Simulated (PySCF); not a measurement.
**Electronic structure of Al (aluminium, neutral) at the UHF level**

Configuration: [Ne] 3s1 3p1 4s1, high-spin 4P determinant (an excited configuration). Calculation: PySCF 2.14, in aug-cc-pV(Q+d)Z with one added diffuse shell each of s, p, d, f, g type (8s7p6d4f3g, 114 functions); no relativity, point nucleus.

```
Total energy                                                  : -241.647313 hartree
One-electron energy                                           : -334.0653 hartree
Hartree (Coulomb) energy                                      : 110.4451 hartree
Exchange energy                                               : -18.0271 hartree
Kinetic energy                                                : 241.64799 hartree
⟨S²⟩                                                          : 3.7500
⟨L²⟩                                                          : 2.072
Sum of ⟨r⟩                                                    : 17.90 bohr
Sum of ⟨r²⟩                                                   : 84.50 bohr²
Traceless quadrupole moment −½Σ⟨3z² − r²⟩ along its main axis : -0.0789 e·bohr²
Density at the nucleus (Gaussians lack the cusp)              : 1390 bohr⁻³
Spin density at the nucleus                                   : 3.22 bohr⁻³
Langevin diamagnetic susceptibility                           : -66.9 ×10⁻⁶ cm³/mol
```

```json
{"shell": "1s α", "electrons": "1", "mean orbital energy (eV)": "-1597.6", "spread (eV)": "0", "rms radius, mean of both spins (bohr)": "0.139"}
{"shell": "1s β", "electrons": "1", "mean orbital energy (eV)": "-1597.2", "spread (eV)": "0", "rms radius, mean of both spins (bohr)": "0.139"}
{"shell": "2s α", "electrons": "1", "mean orbital energy (eV)": "-139.37", "spread (eV)": "0", "rms radius, mean of both spins (bohr)": "0.678"}
{"shell": "2s β", "electrons": "1", "mean orbital energy (eV)": "-138.52", "spread (eV)": "0", "rms radius, mean of both spins (bohr)": "0.678"}
{"shell": "2p α", "electrons": "3", "mean orbital energy (eV)": "-93.294", "spread (eV)": "0.243", "rms radius, mean of both spins (bohr)": "0.673"}
{"shell": "2p β", "electrons": "3", "mean orbital energy (eV)": "-92.766", "spread (eV)": "0.406", "rms radius, mean of both spins (bohr)": "0.673"}
{"shell": "3s α", "electrons": "1", "mean orbital energy (eV)": "-16.784", "spread (eV)": "0", "rms radius, mean of both spins (bohr)": "2.54"}
{"shell": "3p α", "electrons": "1", "mean orbital energy (eV)": "-10.238", "spread (eV)": "0", "rms radius, mean of both spins (bohr)": "3.09"}
{"shell": "4s α", "electrons": "1", "mean orbital energy (eV)": "-2.794", "spread (eV)": "0", "rms radius, mean of both spins (bohr)": "8.05"}
```

The outer electron is Rydberg-like, and this basis confines it to a smaller radius and binds it less than a complete one would.

Spin-orbit constants ζ (cm⁻¹) from the X2C one-electron operator on these orbitals (non-relativistic here): bare nucleus, nucleus screened by l(l+1)(2l+1)/3 electrons, and screened by the Breit-Pauli mean field of the electrons.

```csv
shell,bare,screened nucleus,mean field
2p,2639,2233,2049
3p,129.4,109.5,98.64
```

To first order the Landé constant is A = 32.88 cm⁻¹, so the lowest level has J = 1/2 and lies 0.0102 eV below the centre of the term. This holds in LS coupling only.
